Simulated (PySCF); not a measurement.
A side-by-side comparison of computed properties.

First species: C7H8O.
Numbering: `[O:1]=[CH:2][C@@:3]12[CH:4]=[CH:5][CH2:6][C@@H:7]1[CH2:8]2` (hydrogens: H9 on C2; H10 on C4; H11 on C5; H12, H13 on C6; H14 on C7; H15, H16 on C8)

Second species: methyl(trifluoromethyl) sulfide, C₂H₃F₃S.
SMILES: `CSC(F)(F)F`

Levels: CAM-B3LYP/def2-SVPD for HOMO energy, LUMO energy, HOMO–LUMO gap and static isotropic polarisability; TDDFT CAM-B3LYP/def2-SVPD for lowest singlet excitation; TDA CAM-B3LYP/def2-SVPD for lowest triplet excitation (Tamm–Dancoff). Geometries: GFN2-xTB. Each species is one conformer at its optimised geometry, gas phase, non-relativistic unless stated. Electronic properties by PySCF.

Dipoles, sizes and rotational constants follow the conformer. The torsions of the flexible species, by atom-mapped SMILES:
- `[CH3:1][S:2][C:3]([F:4])([F:5])[F:6]`: C1–S2–C3–F4 60°

The conformers of `O=C[C@@]12C=CC[C@@H]1C2` aren't listed.

Values for the first species:

| Property | Result |
| --- | --- |
| HOMO energy | -8.34 eV |
| LUMO energy | 0.24 eV |
| HOMO–LUMO gap | 8.58 eV |
| Lowest singlet excitation | 4.29 eV |
| Lowest triplet excitation (Tamm–Dancoff) | 3.74 eV |
| Static isotropic polarisability | 77.4 au |

Question: Estimate the same properties for the second species, and the change in each.

Answer: 
```
                                property     first    second  second less first
                             HOMO energy  -8.34 eV  -8.97 eV           -0.63 eV
                             LUMO energy   0.24 eV   0.68 eV           +0.44 eV
                           HOMO–LUMO gap   8.58 eV   9.65 eV           +1.07 eV
               lowest singlet excitation   4.29 eV   5.55 eV           +1.26 eV
lowest triplet excitation (Tamm–Dancoff)   3.74 eV   5.00 eV           +1.26 eV
         static isotropic polarisability   77.4 au   48.8 au           -28.6 au
```

On the first: The polarisability is 11.47 Å³ as a volume (1 au = 0.148185 Å³), or 1.33 au for each of the 58 electrons. The vertical singlet–triplet gap S1 − T1 is 0.55 eV (TDDFT singlet less Tamm–Dancoff triplet; S1: HOMO−1→LUMO, weight 0.70; T1: HOMO−1→LUMO, weight 0.69).

On the second: No computed singlet falls in the visible range (750 to 380 nm, 1.65 to 3.26 eV); S1 lies 2.29 eV above its blue end. The polarisability is 7.24 Å³ as a volume (1 au = 0.148185 Å³), or 0.84 au for each of the 58 electrons.
